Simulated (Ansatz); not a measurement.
Ideal-gas functions of BH₅N₂S (`NB(N)S`) at 400 K and 1 bar, from an Ansatz frequency run at PBE0-D4/def2-TZVP.

Molar mass 75.93 g/mol, point group C1 (symmetry number 1), electronic degeneracy 1, moments of inertia 57.023, 112.771, 169.55 u Å². Harmonic wavenumbers (cm⁻¹, unscaled): 130, 279, 292, 331, 349, 393, 491, 569, 606, 807, 883, 933, 1259, 1421, 1632, 1636, 2730, 3643, 3647, 3746, 3747.

Use S(trans) = R[1.5 ln M + 2.5 ln T − 1.1517]; rotational temperatures θ = 24.2544 K / I; S(rot) = R[ln(√π/σ · √(T³/θAθBθC)) + 1.5]; for each mode x = 1.438777 ν̃/T, S = R[x/(eˣ − 1) − ln(1 − e⁻ˣ)] and H = RT x/(eˣ − 1); 1 cm⁻¹ = 0.0119627 kJ/mol; R = 8.31446 J/(mol·K).

Q: By hand: the entropy, in J/(mol·K).

A: Translation 169.0. Rotation: θ = 0.4253, 0.2151, 0.1431 K, giving 110.0. Vibration, mode by mode: 14.71, 8.63, 8.28, 7.34, 6.95, 6.10, 4.59, 3.67, 3.31, 1.87, 1.51, 1.30, 0.50, 0.31, 0.16, 0.16, 0.00, 0.00, 0.00, 0.00, 0.00, in all 69.4. Electronic 0.0. Sum 348.4 J/(mol·K).

Q: By hand: H − E and G − E in kJ/mol, counted from the electronic energy.

A: Zero-point energy ½ × 29524 × 0.0119627 = 176.6; thermal vibration 16.3; translation, rotation and pV give 4 RT = 13.3. H − E = 206.2 kJ/mol, and G − E = 206.2 − 400 × 348.4/1000 = 66.8 kJ/mol.

Vibration gives 20 % of the entropy, 14.7 J/(mol·K) of it from the mode under 150 cm⁻¹: soft modes count most, and the harmonic formula is weakest for them. The sum counts one conformer and one mirror image; others add a mixing term.
